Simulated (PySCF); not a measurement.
A structure optimised at PBE-D3(BJ)/def2-SVP, used in a PySCF frequency run:

```xyz
11

In    -0.1793     0.1756     0.2863
H     -1.6201    -0.3314     1.1541
C      0.8752     2.0285     0.7533
H      1.1852     2.0243     1.8176
H      0.1951     2.8910     0.6028
H      1.7696     2.1572     0.1148
C      0.4717    -1.1750    -1.2835
C     -0.2002    -2.3147    -1.5513
H      1.3685    -0.9497    -1.8913
H      0.1132    -3.0183    -2.3469
H     -1.1050    -2.6099    -0.9888
```
Charge 0, spin multiplicity 1.

Q: Write its SMILES and formula.

A: C=[CH][InH][CH3], C3H7In

Q: What are its rotational constants (standard atomic weights)?

A: 13.604, 2.1166, 1.8533 GHz
